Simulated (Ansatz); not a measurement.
Reaction (SMILES): C[SiH](C)[SiH2]Cl → [SiH2]Cl + C[SiH]C (the Si-Si bond at the site shown breaks; other sites are not compared here)
Structures are relaxed separately at B3LYP-D3(BJ)/def2-TZVP in Ansatz (an electronic-structure program), one conformer each, not searched for the lowest.

Quantity: bond dissociation energy (electronic energy difference), in kJ/mol. Valence correlation only, unless marked. UHF or UKS for open shells. Spin-orbit coupling is left out. Non-relativistic. CBS(X,Y): correlation extrapolated as X^-3; Hartree-Fock from the larger set.

| level | program | bond dissociation energy (kJ/mol) |
|---|---|---|
| HF/STO-3G | Ansatz | 380.5 |

### Question
Predict the CCSD(T)/CBS(cc-pV(T+d)Z,cc-pV(Q+d)Z) result (Ansatz).

### Answer
341.6 kJ/mol
